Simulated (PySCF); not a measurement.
Job file and geometry (Å, from PBE0-D3(BJ)/def2-SVP) of an NMR shielding run on SMILES CC(=O)O[Si](Cl)(Cl)Cl, C₂H₃Cl₃O₂Si, PySCF 2.14.0, density-fitted response routines, GIAO PBE0/pcSseg-1 NMR shielding, non-relativistic, gas phase; density fitting, a coarse starting grid and PySCF grid level 2 are the driver's defaults:

```
$ OMP_NUM_THREADS=1 python probes_run.py task.json out

{"job": {"kind": "nmr", "xc": "PBE0", "basis": "pcSseg-1"}, "charge": 0, "multiplicity": 1}
Si    -0.299516    -0.588552    -1.841655
O     -0.300479    -0.501563    -0.170730
C      0.282955     0.519849     0.514753
C      0.172757     0.321659     1.990936
O      0.810669     1.436386    -0.045720
H      0.609431     1.178749     2.514219
H      0.696000    -0.604091     2.272922
H     -0.882698     0.193383     2.270976
Cl     1.595092    -0.708886    -2.560381
Cl    -1.282669     0.977679    -2.675956
Cl    -1.303491    -2.310092    -2.238466
```

Problem. Write the output of this run.

Solution. 
```
coarse grid: 12704 points
cycle   1  E = -1897.6015344476  dE =  1.302e+00  |g| = 9.964e-01  |ddm| = 3.239e+00
cycle   2  E = -1897.2429015729  dE =  3.586e-01  |g| = 1.705e+00  |ddm| = 1.907e+00
cycle   3  E = -1897.7822118495  dE = -5.393e-01  |g| = 2.958e-01  |ddm| = 1.294e+00
cycle   4  E = -1897.7976867264  dE = -1.547e-02  |g| = 7.931e-02  |ddm| = 2.324e-01
cycle   5  E = -1897.7986387573  dE = -9.520e-04  |g| = 2.527e-02  |ddm| = 5.553e-02
cycle   6  E = -1897.7987619872  dE = -1.232e-04  |g| = 5.450e-03  |ddm| = 2.126e-02
cycle   7  E = -1897.7987683283  dE = -6.341e-06  |g| = 1.808e-03  |ddm| = 6.287e-03
final grid: 108112 points
cycle   8  E = -1897.8624015863  dE = -1.823e-05  |g| = 1.349e-02  |ddm| = 1.771e-02
cycle   9  E = -1897.8623490097  dE =  5.258e-05  |g| = 2.161e-02  |ddm| = 1.990e-02
cycle  10  E = -1897.8624310470  dE = -8.204e-05  |g| = 2.424e-03  |ddm| = 1.304e-02
cycle  11  E = -1897.8624319330  dE = -8.860e-07  |g| = 8.829e-04  |ddm| = 1.924e-03
cycle  12  E = -1897.8624320694  dE = -1.364e-07  |g| = 1.081e-04  |ddm| = 5.632e-04
cycle  13  E = -1897.8624320719  dE = -2.497e-09  |g| = 2.512e-05  |ddm| = 9.258e-05
cycle  14  E = -1897.8624320720  dE = -1.323e-10  |g| = 5.864e-06  |ddm| = 2.262e-05
converged SCF energy = -1897.8624320720

GIAO shielding tensors (ppm)
atom      isotropic    diamagn.    paramagn.     s11        s22        s33       span
  0 Si     357.989     875.785    -517.796    336.205    360.799    376.963     40.759
  1 O       76.852     403.070    -326.218    -36.615    101.713    165.459    202.074
  2 C       11.752     250.491    -238.739   -100.845     67.125     68.976    169.820
  3 C      161.857     248.807     -86.950    140.951    151.605    193.015     52.063
  4 O     -158.331     402.960    -561.291   -434.135   -267.688    226.829    660.964
  5 H       29.473      27.561       1.912     25.171     27.569     35.679     10.507
  6 H       29.032      28.242       0.790     25.198     28.302     33.596      8.397
  7 H       29.067      28.341       0.725     25.100     28.462     33.638      8.537
  8 Cl     795.378    1147.536    -352.159    691.105    708.854    986.175    295.070
  9 Cl     792.911    1147.477    -354.566    688.563    707.396    982.772    294.209
 10 Cl     808.219    1146.890    -338.672    702.975    719.452   1002.229    299.253
```

Problem. Turn these shieldings into chemical shifts. Referencing at the same level of theory: ²⁹Si (σ = 351.99 ppm), ¹³C (σ = 184.41 ppm), ¹H (σ = 31.27 ppm) against TMS; H2O for ¹⁷O (σ = 334.56 ppm); ³⁵Cl (σ = 943.27 ppm) vs HCl.

Solution. Averaging equivalent atoms: Si 0: -6.0; O 4: 492.9; O 1: 257.7; C 2: 172.7; C 3: 22.6; H 5/6/7: 2.08; Cl 8/9/10: 144 ppm. Unscaled 17O shifts of doubly bonded oxygen tend to come out too high, by tens of ppm or more. Experimental scales use liquid or dissolved standards, which lie at an offset from isolated H2O (liquid H2O: subtract about 36 ppm).

Size and cost of the density-fitted run: 179 basis functions, 59 s wall time on 1 thread of an AMD EPYC, shared host; peak memory 1.1 GiB.
